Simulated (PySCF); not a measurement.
C5H4F2, SMILES C#CC(C=C)(F)F.

The structure is a stationary point at PBE0-D3(BJ)/def2-SVP. Other conformers were not sampled.

The numbers are results of PySCF with PBE/def2-TZVP, not measurements.

Symmetry labels are those of the subgroup Cs that the program uses (full group Cs).

Computed valence orbital energies around the gap with their symmetry:
| orbital | symmetry | energy (eV) |
|---|---|---|
| HOMO−7 | A' | -10.21 |
| HOMO−6 | A" | -10.19 |
| HOMO−5 | A' | -9.70 |
| HOMO−4 | A" | -9.57 |
| HOMO−3 | A' | -8.43 |
| HOMO−2 | A" | -7.62 |
| HOMO−1 | A' | -7.50 |
| HOMO | A" | -7.19 |
| LUMO | A" | -1.85 |
| LUMO+1 | A' | -0.90 |
| LUMO+2 | A" | -0.70 |
| LUMO+3 | A' | 1.08 |
